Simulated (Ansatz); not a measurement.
ScS, multiplicity 2 (the spin of the measured ground state), most abundant isotopes (44.9559 and 31.9721 u). Constants from fifth-degree fits in 1/R to seven points on the lowest solution found; no spin–orbit coupling, no relativity up to Kr; ω_e x_e and α_e move by some per cent with the fit.

Correlated levels freeze the inner cores; with def2 sets outer-core shells near the valence are correlated too.

Run with Ansatz (a first-principles code) with Gaussian orbitals. Values without a source in brackets are computed.

Total energies (hartree; each atom in its lowest state at that level) and vibrational constants (cm⁻¹):

```tsv
level	E(ScS) at r_e	E(Sc)	E(S)	ω_e	ω_e x_e
B3LYP/def2-TZVPP	-1158.942093	-760.630754	-398.132399	574	1.6
wB97M-V/def2-TZVPP	-1158.832289	-760.571018	-398.090714	602	1.6
CCSD(T)/def2-QZVPP	-1157.899090	-760.052562	-397.668694	576	1.6
CCSD(T)/def2-TZVPP	-1157.809779	-759.990719	-397.646740	571	1.6
```

### Question
Work out D_e and D₀ in eV.

### Answer

D_e = E(Sc) + E(S) − E(molecule), times 27.2114 eV; D₀ = D_e − (ω_e/2 − ω_e x_e/4)/8065.54.
- B3LYP/def2-TZVPP: D_e = 4.869, zero point 0.036, D₀ = 4.834 eV, -0.02 eV from the measured value
- wB97M-V/def2-TZVPP: D_e = 4.641, zero point 0.037, D₀ = 4.604 eV, -0.25 eV from the measured value
- CCSD(T)/def2-QZVPP: D_e = 4.839, zero point 0.036, D₀ = 4.803 eV, -0.05 eV from the measured value
- CCSD(T)/def2-TZVPP: D_e = 4.689, zero point 0.035, D₀ = 4.654 eV, -0.20 eV from the measured value
Measured D₀ = 4.852 eV [Morse and co-workers]; it holds the spin–orbit terms that these runs lack.

Doubts at one or more of the structures used: T1 above 0.05 (CCSD(T)/def2-QZVPP).
